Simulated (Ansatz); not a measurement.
One change: `C=[C](N)[GaH][CH3]` becomes `C=C(N)BF`.

Ansatz, PBE0-D4/def2-TZVP geometries, multiplicity 1. Each molecule was computed in one conformer, which needn't be the lowest.

Scalar relativity is left out up to krypton.

```tsv
property	`C=[C](N)[GaH][CH3]`
HOMO energy (PBE0/def2-TZVPP) / eV	-5.97
HOMO–LUMO gap (PBE/def2-TZVPP) / eV	2.85
LUMO energy (B3LYP/def2-TZVPP) / eV	-1.50
size of the dipole moment (ωB97M-V/def2-TZVPP) / D	0.91
HOMO energy (ωB97M-V/def2-TZVPP) / eV	-8.16
LUMO energy (PBE/def2-TZVPP) / eV	-2.02
```

Give the same properties after the change, and the shifts. (Best estimate.)

Computed: 
```json
{"property": "HOMO energy (PBE0/def2-TZVPP) / eV", "`C=C(N)BF`": "-6.39", "shift": "-0.42"}
{"property": "HOMO–LUMO gap (PBE/def2-TZVPP) / eV", "`C=C(N)BF`": "3.07", "shift": "0.22"}
{"property": "LUMO energy (B3LYP/def2-TZVPP) / eV", "`C=C(N)BF`": "-1.50", "shift": "0.00"}
{"property": "size of the dipole moment (ωB97M-V/def2-TZVPP) / D", "`C=C(N)BF`": "1.61", "shift": "0.70"}
{"property": "HOMO energy (ωB97M-V/def2-TZVPP) / eV", "`C=C(N)BF`": "-8.56", "shift": "-0.40"}
{"property": "LUMO energy (PBE/def2-TZVPP) / eV", "`C=C(N)BF`": "-2.21", "shift": "-0.19"}
```

With PBE0 the HOMO falls by 0.42 eV and the LUMO falls by 0.05 eV, so the gap widens by about 0.37 eV. PBE moves the HOMO by -0.40 eV and ωB97M-V by -0.40 eV. Dipoles are sizes alone; their direction can turn.

B3LYP here is the variant with VWN-RPA as its local correlation; programs differ in this.
